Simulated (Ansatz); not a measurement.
Stepwise reaction of `C[CH2][Ge][CH2]C` with hydrogen fluoride, as a gas-phase model of exchange steps in deposition or etching. ΔE in kJ/mol; ΔG adds harmonic PBE0-D4 terms to CCSD(T)/CBS, at 1 bar.

Gas-phase electronic energies from Ansatz, PBE0-D4/def2-TZVP geometries. CBS: MP2 limit from def2 TZ/QZ plus the TZ coupled-cluster correction, frozen cores. This one scheme is used for every species. DFT in def2-TZVPP. B3LYP here is the variant with VWN-RPA as its local correlation; programs differ in this. For Ge outer-core shells are correlated without core-valence functions, which leaves a few kJ/mol of doubt a bond. Scalar relativity is left out up to krypton. Each species was taken in one conformer, which may not be the lowest.

| step | reaction | PBE-D4 | B3LYP-D4 | ωB97M-V | CCSD(T)/CBS | ΔG(600 K) |
| --- | --- | --- | --- | --- | --- | --- |
| 1 | `C[CH2][Ge][CH2]C` + H–F → `C[CH2][Ge][F]` + `CC` | -144.0 | -151.6 | -148.6 | -133.0 | -135.8 |
| 2 | `C[CH2][Ge][F]` + H–F → `[F][Ge][F]` + `CC` | -156.2 | -163.0 | -161.2 | -147.6 | -134.4 |

Task: By hand: ΔE of the 2 steps together at CCSD(T)/CBS.

Result: (-133.0) + (-147.6) = -280.6 kJ/mol, or -140.3 kJ/mol a step.

In ΔE each step is lower than the one before. All are downhill at CCSD(T)/CBS. ΔG lies between -135.8 and -134.4 kJ/mol a step. PBE-D4 differs from CCSD(T)/CBS by -11.0 to -8.6 kJ/mol a step. Isolated molecules leave out the surface, adducts and barriers. Largest T1 diagnostic: 0.015.
